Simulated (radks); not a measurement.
Question: Ru27+, configuration [Ne] 3s2 3p5. All-electron calculation, scalar-relativistic Kohn-Sham, LB94 model potential, spin-polarised, spherical densities, finite nucleus; open shells are filled with parallel spins first (spin-orbit coupling, left out, can overturn this in heavy ions); Fermi nuclear charge, rms radius 4.4809 fm. Program: a radial shooting solver on a logarithmic mesh with Libxc functionals. Some entries of the table are withheld. Estimate them.

orbital,occ.,eigenvalue (hartree),<1/r> (bohr^-1)
1s down,1,-858.2802,45.92
1s up,1,-858.2773,45.92
2s up,1,-163.9717,10.48
2s down,1,-163.9528,10.48
2p up,3,-152.2076,10.16
2p down,3,-152.1610,10.16
3s up,1,(1),4.065
3s down,1,(2),4.068
3p up,3,-55.86457,3.942
3p down,2,-55.75183,3.948

Answer: 
(1) 3s up eigenvalue (hartree): -59.64045
(2) 3s down eigenvalue (hartree): -59.51559
